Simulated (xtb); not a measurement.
C₃H₉O₂Si, doublet, from a rough starting geometry; GFN2-xTB (xtb 6.7.1).

Input for xtb:
```
$ xtb mol.xyz --gfn 2 --uhf 1 --opt vtight --json

# file mol.xyz
15

C     -2.14671504    -0.88924590    -0.11622361
O     -0.76710718    -0.81632372     0.15678483
Si     0.14784556     0.24285519     1.00080158
C     -0.20374144     1.93699745     0.26562786
O      1.63200975    -0.26359578     0.82810310
C      2.33636695    -0.96950857    -0.28204722
H     -2.46551737     0.00220120    -0.63430497
H     -2.33605317    -1.82297282    -0.65571943
H     -2.74135487    -0.97599383     0.84304050
H      0.18895824     2.02253820    -0.78521399
H     -1.30267801     2.11336589     0.29228869
H      0.28031392     2.80405923     0.79910405
H      3.06335572    -0.36607796    -0.66317719
H      1.48621775    -1.16367203    -1.09786124
H      2.63573565    -1.89462462     0.09534088
```

Output, abridged:

```
   ID    Z sym.   atoms
    1    6 C      1, 4, 6
    2    8 O      2, 5
    3   14 Si     3
    4    1 H      7-15

           -------------------------------------------------
          |                Calculation Setup                |
           -------------------------------------------------

           -------------------------------------------------
          |                 G F N 2 - x T B                 |
           -------------------------------------------------

          ...................................................
          :                      SETUP                      :
          :.................................................:
          :  # basis functions                  39          :
          :  # atomic orbitals                  38          :
          :  # shells                           22          :
          :  # electrons                        37          :
          :  max. iterations                   250          :
          :  Hamiltonian                  GFN2-xTB          :
          :  restarted?                      false          :
          :  GBSA solvation                  false          :
          :  PC potential                    false          :
          :  electronic temp.          300.0000000     K    :
          :  accuracy                    1.0000000          :
          :  -> integral cutoff          0.2500000E+02      :
          :  -> integral neglect         0.1000000E-07      :
          :  -> SCF convergence          0.1000000E-05 Eh   :
          :  -> wf. convergence          0.1000000E-03 e    :
          :  Broyden damping             0.4000000          :
          :  net charge                          0          :
          :  unpaired electrons                  1          :
          ...................................................

 iter      E             dE          RMSdq      gap      omega  full diag
   1    -21.0256661 -0.210257E+02  0.545E+00    3.65       0.0  T
   2    -21.0634535 -0.377875E-01  0.296E+00    3.68       1.0  T
   3    -21.0647033 -0.124978E-02  0.889E-01    3.85       1.0  T
   4    -21.0654894 -0.786103E-03  0.300E-01    3.87       1.0  T
   5    -21.0656681 -0.178674E-03  0.158E-01    3.88       1.0  T
   6    -21.0657127 -0.445632E-04  0.430E-02    3.87       1.0  T
   7    -21.0657186 -0.597742E-05  0.261E-02    3.87       1.0  T
   8    -21.0657187 -0.896518E-07  0.106E-02    3.87       2.4  T
[...]
 * total energy  :   -20.8818455 Eh     change       -0.3048552E-05 Eh
 * total energy  :   -20.8818475 Eh     change       -0.1965126E-05 Eh
 * total energy  :   -20.8818505 Eh     change       -0.2996760E-05 Eh
 * total energy  :   -20.8818515 Eh     change       -0.9938464E-06 Eh
 * total energy  :   -20.8818524 Eh     change       -0.9471054E-06 Eh
 * total energy  :   -20.8818529 Eh     change       -0.4574048E-06 Eh
 * total energy  :   -20.8818532 Eh     change       -0.2913110E-06 Eh
 * total energy  :   -20.8818535 Eh     change       -0.2722700E-06 Eh
 * total energy  :   -20.8818537 Eh     change       -0.2509695E-06 Eh
 * total energy  :   -20.8818539 Eh     change       -0.1796909E-06 Eh
 * total energy  :   -20.8818540 Eh     change       -0.1229179E-06 Eh
 * total energy  :   -20.8818541 Eh     change       -0.9303849E-07 Eh
   *** GEOMETRY OPTIMIZATION CONVERGED AFTER 56 ITERATIONS ***
         :: total energy             -20.881854108479 Eh    ::
[...]

 Mol. C6AA /au·bohr⁶  :       2465.385701
 Mol. C8AA /au·bohr⁸  :      73880.373399
 Mol. α(0) /au        :         83.395553

Wiberg/Mayer (AO) data.
largest (>0.10) Wiberg bond orders for each atom

 ---------------------------------------------------------------------------
     #   Z sym  total        # sym  WBO       # sym  WBO       # sym  WBO
 ---------------------------------------------------------------------------
     1   6 C    3.952 --     2 O    1.005     7 H    0.985     9 H    0.982
                             8 H    0.980
     2   8 O    2.263 --     3 Si   1.132     1 C    1.005
     3  14 Si   3.190 --     5 O    1.135     2 O    1.132     4 C    0.882
     4   6 C    3.975 --    11 H    1.000    12 H    0.997    10 H    0.981
                             3 Si   0.882
     5   8 O    2.260 --     3 Si   1.135     6 C    0.999
     6   6 C    3.950 --     5 O    0.999    14 H    0.986    15 H    0.981
                            13 H    0.978
     7   1 H    0.999 --     1 C    0.985
     8   1 H    0.998 --     1 C    0.980
     9   1 H    0.999 --     1 C    0.982
    10   1 H    0.998 --     4 C    0.981
    11   1 H    1.000 --     4 C    1.000
    12   1 H    0.999 --     4 C    0.997
    13   1 H    0.998 --     6 C    0.978
    14   1 H    0.999 --     6 C    0.986
    15   1 H    0.999 --     6 C    0.981
 ---------------------------------------------------------------------------

Topologies differ in total number of bonds
Writing topology from bond orders to xtbtopo.mol

molecular dipole:
                 x           y           z       tot (Debye)
 q only:       -0.355      -0.223       0.394
   full:       -0.474      -0.182      -0.159       1.352
molecular quadrupole (traceless):
                xx          xy          yy          xz          yz          zz
 q only:        1.611      -1.430      -1.616      -0.656       0.431       0.005
  q+dip:        1.040      -1.412      -0.472      -0.796      -0.800      -0.568
   full:        2.809      -2.035      -0.081      -0.757      -0.319      -2.729

optimized geometry written to: xtbopt.xyz

           -------------------------------------------------
          | TOTAL ENERGY              -20.881854108479 Eh   |
          | GRADIENT NORM               0.000067943107 Eh/α |
          | HOMO-LUMO GAP               4.229074411348 eV   |
           -------------------------------------------------

normal termination of xtb
```
